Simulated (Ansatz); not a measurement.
`[NH2][Ga]([Cl])[Cl]`, 6 atoms. Total charge 0; spin multiplicity 1. Correlated methods include outer-core shells of Ga, which these sets cover unevenly. Scalar relativity is left out up to krypton. All runs use 4 threads of an Arm Neoverse V1 on a shared host. Correlated methods freeze the cores.

Question: Give the basis size and wall time and peak host memory of each of these runs in Ansatz. RHF-MP2/def2-QZVPP energy; RKS PBE0-D4/def2-TZVP frequencies; RKS ωB97M-V/def2-SVP energy; RKS PBE0-D4/def2-QZVPP energy; RHF-CCSD(T)/def2-TZVPP energy; direct RPA on PBE orbitals/def2-TZVPP energy; RKS PBE0-D4/def2-SVP energy; RKS B3LYP-D4/def2-TZVPP energy and forces; RKS LC-ωPBE/def2-TZVPP energy; RKS ωB97M-V/def2-QZVPP energy; RKS BLYP-D4/def2-TZVPP energy; RKS SPW92 (LDA)/def2-TZVPP energy. (Best estimate.)

Answer: Computed: Other jobs shared the machine, so times are rough.

```
                                level                job  functions  wall time  peak host memory (GiB)
           RKS SPW92 (LDA)/def2-TZVPP             energy        191      0.9 s                    0.25
                 RKS PBE0-D4/def2-SVP             energy         92      1.1 s                    0.19
               RKS BLYP-D4/def2-TZVPP             energy        191      1.5 s                    0.25
               RKS LC-ωPBE/def2-TZVPP             energy        191        2 s                    0.32
direct RPA on PBE orbitals/def2-TZVPP             energy        191      3.4 s                    0.35
              RKS B3LYP-D4/def2-TZVPP  energy and forces        191      3.6 s                    0.56
                 RKS ωB97M-V/def2-SVP             energy         92      4.1 s                    0.28
               RKS PBE0-D4/def2-QZVPP             energy        346      8.5 s                     1.2
                   RHF-MP2/def2-QZVPP             energy        346       11 s                     1.4
               RKS ωB97M-V/def2-QZVPP             energy        346       17 s                     1.4
               RHF-CCSD(T)/def2-TZVPP             energy        191       55 s                       2
                RKS PBE0-D4/def2-TZVP        frequencies        165       77 s                    0.45
```

B3LYP here is the variant with VWN-RPA as its local correlation; programs differ in this. LC-ωPBE has ω = 0.4 bohr⁻¹.
